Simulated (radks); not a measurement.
The numbers below are computed, except where a source is named.
Numerical settings for the iridium ion Ir+, [Xe] 4f14 5d7 6s1. Code: a radial shooting solver on a logarithmic mesh with Libxc functionals. Model: scalar-relativistic Kohn-Sham, PBE, spin-polarised, spherical densities, finite nucleus; open shells are filled with parallel spins first (spin-orbit coupling, left out, can overturn this in heavy ions); Fermi nuclear charge, rms radius 5.4032 fm. The defaults (mesh step 0.008 in ln r, mesh end at 40 bohr or more with all orbitals vanishing there, Anderson mixing 0.5 over 9 steps, residual threshold near 1e-9 with the energy settled to 1e-9 hartree or 1e-11 of itself, here a cap of 99 iterations) give E = -17823.821 hartree and 5d at -13.914 eV in 16 iterations. Run on one thread of a shared host, so times are rough (Arm Neoverse V2): 0.28 s of CPU time, 0.28 s wall, 16 iterations on 2360 mesh points. Changes against that run (0 stands for a change within the tolerance of the run):

| setting | iterations | converged | E (mhartree) | e(5d) (meV) | CPU (s) |
|---|---|---|---|---|---|
| mesh step in ln r 0.02 | 15 | yes | 0 | 0 | 0.12 |
| mesh step in ln r 0.005 | 16 | yes | 0 | 0 | 0.44 |
| mesh step in ln r 0.08 | 6 | no | diverged | - | 0.05 |
| mesh end (bohr) 400 | 16 | yes | 0 | 0 | 0.28 |
| mesh end (bohr) 2 | 15 | level above zero | +1.21e+04 | +5.63e+04 | 0.22 |
| residual threshold 1e-13 | 39 | yes | 0 | 0 | 0.41 |
| residual threshold 0.1 | 10 | yes | 0 | -0.826 | 0.21 |
| mixing 0.01 | 35 | yes | 0 | 0 | 0.52 |
| linear mixing, mixing 0.8 | 99 | no | +1.15e+05 | -2.7e+05 | 3.7 |
| linear mixing, mixing 1 | 99 | no | +3.69e+05 | -1.06e+06 | 4.8 |
| mixing history 3 | 17 | yes | 0 | 0 | 0.28 |
| iteration cap 5 | 5 | no | +5.35 | +170 | 0.12 |

Settled on a wrong energy, with an occupied level pushed above zero by the early mesh end: mesh end (bohr) 2 (+12.1 hartree). Apart from these: no run marked as converged misses the energy by more than 1 mhartree. A mesh that ends early acts as a hard wall.
